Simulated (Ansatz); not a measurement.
Basis-set extrapolation for C₃H₈ClNOSi (`C=C[Si](N)(Cl)OC`) (PBE0-D4/def2-TZVP geometry, frozen core, Ansatz 0.2.0). Multiplicity 1, RHF reference.

|  | def2-TZVPP | def2-QZVPP |
| --- | --- | --- |
| HF | -996.259173 | -996.293040 |
| MP2 correlation | -1.248859 | -1.344789 |
| CCSD(T) correlation | -1.361357 | not run |

Energies in hartree. Use E(X) = E(∞) + A·exp(−7.88·√X) for Hartree–Fock and E(X) = E(∞) + B·X^(−2.97) for correlation, with X = 3 and 4, and add CCSD(T) minus MP2 of the smaller set to the MP2 limit.

Question: What is the CCSD(T) energy at the basis-set limit?

Answer: HF limit: -996.293040 + (-0.033867) × 0.13774 = -996.29770. MP2 limit: -1.344789 + (-0.095930) × 0.74074 = -1.41585. Higher-order term: -1.361357 − (-1.248859) = -0.11250. Total: -997.82605 hartree, 129.0 kcal/mol below CCSD(T)/def2-TZVPP.
